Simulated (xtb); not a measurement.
KF, SMILES [F][K]. All values are semi-empirical tight-binding results from xtb (GFN2-xTB unless named), good for trends rather than for accurate numbers. Geometry optimised at GFN2-xTB.

Optimised geometry:

Bond lengths (Å): K1–F2 2.022.
Charge 0, spin multiplicity 1.

For metal compounds this method's bond lengths and energies can be far off.

```
Property                       Value
---------------------------  -------
point group as xtb finds it      C∞v
orbital gap                  1.16 eV
```

Computed atomic charges and the Wiberg bond orders between heavy atoms:
charges (e) K1 0.72, F2 -0.72. Bond orders K1–F2 0.52.
